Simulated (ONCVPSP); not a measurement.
# Before and after: ONCV potential for beryllium

beryllium (Be), optimised norm-conserving Vanderbilt (ONCV), made with ONCVPSP 4.0.1 (LDA (Perdew-Wang 92), scalar-relativistic). Core none, reference 1s2 2s2. Waves: 1s+2s: rc 0.65 bohr, ncon 5, nbas 8, qcut 15.9 1/bohr, 2 projectors; p scattering state at 0.21 Ha: rc 0.55 bohr, ncon 5, nbas 9, qcut 17.2 1/bohr, 2 projectors, debl 2.1 Ha; d scattering state at 0.34 Ha: rc 0.65 bohr, ncon 3, nbas 6, qcut 15.5 1/bohr, 3 projectors, debl 1.5 Ha. Local part: polynomial inside 0.35 bohr (lpopt 5, dvloc0 0 Ha). Core correction: none.

Change: s: qcut 21.8.

Cutoffs: the cutoffs (Ha) at which the residual kinetic energy of the hardest occupied pseudo-wave falls to 1 and 0.1 mHa per electron; they do not see the model core or the augmentation charge, which bear on the density cutoff. Errors are all-electron minus pseudo energies relative to the spin-unpolarised reference configuration.

Question: How do hardness, ghosts and transferability respond?

Answer: The potential gets neither clearly harder nor softer (120 Ha and 323 Ha → 156 Ha and 187 Ha); both files keep a bound ghost (d); of the 4 tests that both files solve, the error grows in 0 and shrinks in 2 by more than 15 % and 0.3 meV (median size 1.2 → 0.9 meV).

```tsv
quantity	base	changed
cutoff, loose	120 Ha	156 Ha
cutoff, tight	323 Ha	187 Ha
bound ghosts	d	d
GHOST(+) flags under 300 eV	none	none
error for 1s2 2s1, meV [ΔE 9.51 eV]	+0.3	+0.3
error for 1s2 2s0, meV [ΔE 27.29 eV]	+2.1	+1.6
error for 1s2 2s1.5, meV [ΔE 3.75 eV]	+0.1	+0.1
error for 1s1 2s2, meV [ΔE 126.73 eV]	+444	+288
s: phases at 0.66 bohr within 0.05 rad from the reference energy up to (Ha; the scan ends near 5)	to the end of the scan	to the end of the scan
p: phases at 0.56 bohr within 0.05 rad from the reference energy up to (Ha; the scan ends near 5)	to the end of the scan	to the end of the scan
d: phases at 0.66 bohr within 0.05 rad from the reference energy up to (Ha; the scan ends near 5)	to the end of the scan	to the end of the scan
```

 A true bound ghost makes a file unfit for plane-wave use even where its test errors are small: the radial tests pick states by their node count and pass the ghost by.
